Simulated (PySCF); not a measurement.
# A survey of $^{15}$N NMR shifts

PySCF 2.14 calculation with GIAO PBE0/pcSseg-1 shieldings and geometry from GFN2-xTB; single conformer, one averaged value for each set of equivalent atoms, non-relativistic Hamiltonian, in vacuum.

Shieldings were converted by a linear fit to measured shifts: $^{15}$N: δ = -148.07 − 0.921σ (rms 6.3 ppm, 71 shifts vs CH3NO2, solution or neat liquid). Occasional misses reach two or three times the rms, and more in compound classes unlike the fitted ones.

Problem. Give the $^{15}$N shifts of `C=C([SiH2]N)N(C)CC#CC`, `CC(C)[SiH2]C[SiH2]CC#N`, `N#C[C@@H]1C[Si@@H]1[SiH](N)N`, `C=C[Si@@H](N)[SiH2]O`, `C=C/C(C)=N\[C@H]([SiH3])/C=N\C`, `Cc1cc(C)n([SiH](C)C)n1`.

Solution. 
```
                                                                   compound                              environment  δ (ppm)
     [CH2:1]=[C:2]([SiH2:3][NH2:4])[N:5]([CH3:6])[CH2:7][C:8]#[C:9][CH3:10]                     N5: enamine nitrogen   -314.6
     [CH2:1]=[C:2]([SiH2:3][NH2:4])[N:5]([CH3:6])[CH2:7][C:8]#[C:9][CH3:10]           N4: nitrogen bonded to Si, 2 H   -377.7
                                                     CC(C)[SiH2]C[SiH2]CC#N                         nitrile nitrogen   -122.1
               [N:1]#[C:2][C@@H:3]1[CH2:4][Si@@H:5]1[SiH:6]([NH2:7])[NH2:8]                     N1: nitrile nitrogen   -136.5
               [N:1]#[C:2][C@@H:3]1[CH2:4][Si@@H:5]1[SiH:6]([NH2:7])[NH2:8]           N8: nitrogen bonded to Si, 2 H   -362.1
               [N:1]#[C:2][C@@H:3]1[CH2:4][Si@@H:5]1[SiH:6]([NH2:7])[NH2:8]           N7: nitrogen bonded to Si, 2 H   -370.2
                                                       C=C[Si@@H](N)[SiH2]O               nitrogen bonded to Si, 2 H   -394.4
[CH2:1]=[CH:2]/[C:3]([CH3:4])=[N:5]\[C@H:6]([SiH3:7])/[CH:8]=[N:9]\[CH3:10]                       N5: imine nitrogen    -52.4
[CH2:1]=[CH:2]/[C:3]([CH3:4])=[N:5]\[C@H:6]([SiH3:7])/[CH:8]=[N:9]\[CH3:10]                       N9: imine nitrogen    -58.5
     [CH3:1][c:2]1[cH:3][c:4]([CH3:5])[n:6]([SiH:7]([CH3:8])[CH3:9])[n:10]1  N10: pyridine-type nitrogen of an azole    -75.2
     [CH3:1][c:2]1[cH:3][c:4]([CH3:5])[n:6]([SiH:7]([CH3:8])[CH3:9])[n:10]1           N6: pyrrole-type ring nitrogen   -185.0
```
